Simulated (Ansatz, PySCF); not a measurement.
System: C$_{3}$Si, net charge 0, singlet state. SMILES: [C]1[c+]2[si-2][c+]21
Geometry: optimised at B3LYP-D3(BJ)/def2-TZVP (Ansatz, a program for electronic structure).

Property: atomisation energy (electronic, to ground-state atoms), in eV. Valence correlation only, unless marked. Open shells are spin-unrestricted. No spin-orbit coupling. Non-relativistic unless marked X2C. The coupled-cluster limit lacks core correlation, which all-electron functionals hold. CBS(X,Y): correlation extrapolated as X^-3; Hartree-Fock from the larger set.

The Hartree-Fock reference is unstable (checked in the largest basis), which strains HF and MP2. 

| level | program | atomisation energy (eV) |
|---|---|---|
| PBE/def2-TZVPD | Ansatz | 19.27 |
| PBE-D3(BJ)/def2-TZVPD | Ansatz + dftd3 | 19.37 |
| r2SCAN/def2-TZVPD | Ansatz | 18.24 |
| PW6B95-D3(BJ)/def2-TZVPD | PySCF + dftd3 | [?] |
| PBE-QIDH/def2-TZVPD | Ansatz | 18.26 |
| X2C-CCSD(T)/cc-pVTZ-DK | Ansatz | 17.28 |
| CCSD(T)/CBS(cc-pV(T+d)Z,cc-pV(Q+d)Z) | Ansatz | 18.08 |

Problem. Some entries are withheld; supply them.

Solution. 
- PW6B95-D3(BJ)/def2-TZVPD, atomisation energy (eV): 18.47
